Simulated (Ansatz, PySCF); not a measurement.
C3HBrClF, SMILES FC=C=C(Cl)Br. Atoms are numbered in the order given.

```xyz
7

F     -3.2903     0.9342    -0.5287
C     -2.5659    -0.1181    -0.1481
C     -1.2610    -0.1683    -0.2554
C      0.0388    -0.2637    -0.3284
Cl     0.8613    -0.9035    -1.7038
Br     1.1644     0.2937     1.0751
H     -3.1743    -0.9327     0.2616
```

Coordinates come from a ωB97X-D3(BJ)/def2-SVP optimisation. This is a generated structure with no PubChem entry under its InChIKey; it may be hypothetical.

Two levels are set side by side: PBE-D3(BJ)/def2-SVP (Ansatz, a quantum-chemistry and plane-wave program) and ωB97X-D3(BJ)/def2-SVP (PySCF). Each level has its own optimised geometry; the coordinates shown are those of the second. Frequencies come from the Hessian of PySCF at each geometry. Differences are taken from unrounded values.

```json
[
 {"quantity": "mean bond length (Å)", "ωB97X-D3(BJ)": "1.442"},
 {"quantity": "bond F1–C2 (Å)", "ωB97X-D3(BJ)": "1.333"},
 {"quantity": "bond C2–C3 (Å)", "ωB97X-D3(BJ)": "1.310"},
 {"quantity": "bond C3–C4 (Å)", "ωB97X-D3(BJ)": "1.305"},
 {"quantity": "bond C4–Cl5 (Å)", "ωB97X-D3(BJ)": "1.726"},
 {"quantity": "bond C4–Br6 (Å)", "ωB97X-D3(BJ)": "1.883"},
 {"quantity": "bond C2–H7 (Å)", "ωB97X-D3(BJ)": "1.096"},
 {"quantity": "highest harmonic wavenumber (cm⁻¹)", "ωB97X-D3(BJ)": "3220"},
 {"quantity": "mean harmonic wavenumber (cm⁻¹)", "ωB97X-D3(BJ)": "916"},
 {"quantity": "zero-point energy (kcal/mol)", "ωB97X-D3(BJ)": "19.63"}
]
```

Q: What does PBE-D3(BJ) give, and how far is it from ωB97X-D3(BJ)? (Estimate from the structure and the level; the computed values follow.)

A: 
| quantity | PBE-D3(BJ) | PBE-D3(BJ) minus ωB97X-D3(BJ) |
|---|---|---|
| mean bond length (Å) | 1.455 | 0.013 |
| bond F1–C2 (Å) | 1.344 | 0.010 |
| bond C2–C3 (Å) | 1.320 | 0.009 |
| bond C3–C4 (Å) | 1.314 | 0.008 |
| bond C4–Cl5 (Å) | 1.739 | 0.013 |
| bond C4–Br6 (Å) | 1.910 | 0.026 |
| bond C2–H7 (Å) | 1.105 | 0.009 |
| highest harmonic wavenumber (cm⁻¹) | 3091 | -129 |
| mean harmonic wavenumber (cm⁻¹) | 862 | -54 |
| zero-point energy (kcal/mol) | 18.48 | -1.15 |

GGA bonds tend to be longer and softer than those of functionals with exact exchange. Differences between two approximate levels are no errors against the true value.
